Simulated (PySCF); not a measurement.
# An isoelectronic set: 52 electrons

PBE in PySCF with def2-SVP on every atom (core potentials on Sb, Te), for the lowest determinant that a PBE0 search found; no spin–orbit coupling. All have 52 electrons, 6 of them in the valence shells, and the same state, a triplet (π ↑↑). For ions De leads to the atom and ion picked by measured ionisation energies and electron affinities.

| species | difference of nuclear charges | Re (Å) | ωe (cm⁻¹) | k (mdyn/Å) | De (eV) | dissociates to | Mayer bond order |
| --- | --- | --- | --- | --- | --- | --- | --- |
| KAs | 14 | 3.168 | 154 | 0.357 | 1.24 | K + As | 0.93 |
| SbH | 50 | 1.744 | 1850 | 2.01 | 2.60 | Sb + H | 0.97 |
| KSe⁺ | 15 | 3.499 | 89.7 | 0.124 | 0.44 | K⁺ + Se | 0.26 |
| TeH⁺ | 51 | 1.695 | 2037 | 2.45 | 2.83 | Te⁺ + H | 0.96 |

Problem. Which member of the whole set has the stiffest bond, and how does it compare with the softest?

Solution. TeH⁺ with k = 2.45 mdyn/Å, 20 times that of KSe⁺.

Weak bonds: KSe⁺. Basis-set superposition, not corrected here, can be much of De in a small basis, most of all at correlated wavefunction levels. Spin–orbit coupling is left out, which matters for elements this heavy, above all for dissociation energies. For an ion De counts to the pair picked by the measured ionisation energies or electron affinities, which need not be the lowest pair at this level. States were picked by a PBE0 search and need not be the measured ground states.
